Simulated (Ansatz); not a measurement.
[In(H2O)6]3+ (InO6H12³⁺). Charge 3, multiplicity 3. Geometry PBE-D4/def2-SVP, that of the charge +3 singlet; atoms count from 1.

```xyz
19

In   -0.0006    0.0001   -0.0002
O    -1.5241    1.3141    0.9295
H    -2.1905    1.8982    0.4970
H    -1.8476    1.1631    1.8492
O     1.5546   -1.2575   -0.9549
H     1.3490   -2.1523   -1.3160
H     2.5338   -1.2253   -0.8439
O     0.2091   -0.8901    2.0187
H     0.8899   -0.5717    2.6579
H    -0.0714   -1.7798    2.3381
O    -0.2791    0.8822   -2.0143
H    -0.7581    1.7043   -2.2729
H     0.3322    0.6749   -2.7605
O     1.4711    1.5036    0.6960
H     1.1883    2.3592    1.0977
H     2.4106    1.6265    0.4229
O    -1.4302   -1.5530   -0.6748
H    -1.9194   -1.4725   -1.5278
H    -1.9177   -2.2240   -0.1416
```

In the def2 sets In takes a core potential; there is no spin–orbit coupling. At PBE0-D4/def2-TZVP a singlet of charge 3 lies 6.50 eV below the triplet at the same geometry.

Problem. Estimate the Mulliken populations from the PBE0/def2-TZVP orbitals of Ansatz.

Solution. 
```json
{"atom": "In1", "charge (e)": "1.03", "spin (α − β)": "0.76"}
{"atom": "O2", "charge (e)": "-0.52", "spin (α − β)": "0.18"}
{"atom": "H3", "charge (e)": "0.42", "spin (α − β)": "0.02"}
{"atom": "H4", "charge (e)": "0.43", "spin (α − β)": "0.01"}
{"atom": "O5", "charge (e)": "-0.52", "spin (α − β)": "0.18"}
{"atom": "H6", "charge (e)": "0.43", "spin (α − β)": "0.01"}
{"atom": "H7", "charge (e)": "0.42", "spin (α − β)": "0.02"}
{"atom": "O8", "charge (e)": "-0.52", "spin (α − β)": "0.18"}
{"atom": "H9", "charge (e)": "0.43", "spin (α − β)": "0.01"}
{"atom": "H10", "charge (e)": "0.42", "spin (α − β)": "0.02"}
{"atom": "O11", "charge (e)": "-0.52", "spin (α − β)": "0.18"}
{"atom": "H12", "charge (e)": "0.42", "spin (α − β)": "0.02"}
{"atom": "H13", "charge (e)": "0.43", "spin (α − β)": "0.01"}
{"atom": "O14", "charge (e)": "-0.52", "spin (α − β)": "0.18"}
{"atom": "H15", "charge (e)": "0.43", "spin (α − β)": "0.01"}
{"atom": "H16", "charge (e)": "0.42", "spin (α − β)": "0.02"}
{"atom": "O17", "charge (e)": "-0.52", "spin (α − β)": "0.18"}
{"atom": "H18", "charge (e)": "0.43", "spin (α − β)": "0.01"}
{"atom": "H19", "charge (e)": "0.42", "spin (α − β)": "0.02"}
```
Mulliken values and Mayer orders depend strongly on the basis.

Problem. Where does the spin sit?

Solution. Summed by element: In 0.76, O 1.08, H 0.16, of 2 unpaired in all. Largest on single atoms: In1 0.76, O14 0.18, O17 0.18.
